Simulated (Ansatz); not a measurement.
F$_{3}$H$_{2}$NSi (`N[Si](F)(F)F`), relaxed with RKS PBE-D4/def2-SVP in the Gaussian-basis code of Ansatz from a rough embedded geometry. The force threshold is 0.03 eV/Å; the program also tests the step.

Charge 0, multiplicity 1.

Start:

```xyz
7

N    -0.365   -0.004    1.019
Si    0.345   -0.196   -0.462
F    -0.391    0.821   -1.494
F     0.197   -1.711   -0.879
F     1.900    0.167   -0.317
H    -1.398   -0.103    0.882
H    -0.288    1.027    1.250
```

```json
{"step": "1", "energy (eV)": "-17532.7965", "largest force (eV/Å)": "2.640", "largest move (Å)": "0.000"}
{"step": "2", "energy (eV)": "-17533.0233", "largest force (eV/Å)": "1.076", "largest move (Å)": "0.101"}
{"step": "3", "energy (eV)": "-17533.1393", "largest force (eV/Å)": "0.335", "largest move (Å)": "0.153"}
{"step": "4", "energy (eV)": "-17533.1442", "largest force (eV/Å)": "0.813", "largest move (Å)": "0.196"}
{"step": "5", "energy (eV)": "-17533.1775", "largest force (eV/Å)": "0.068", "largest move (Å)": "0.046"}
{"step": "6 (rejected)", "energy (eV)": "-17533.1766", "largest force (eV/Å)": "0.205", "largest move (Å)": "0.015"}
{"step": "7", "energy (eV)": "-17533.1781", "largest force (eV/Å)": "0.016", "largest move (Å)": "0.007"}
```

End:

```xyz
7

N    -0.487    0.160    0.942
Si    0.321   -0.139   -0.517
F    -0.174    0.709   -1.807
F     0.138   -1.691   -0.927
F     1.888    0.214   -0.343
H    -1.411   -0.229    1.135
H    -0.276    0.975    1.518
```

It took 19 s on 2 threads of a server CPU on a shared host, with 0.22 GiB of host memory at the peak.
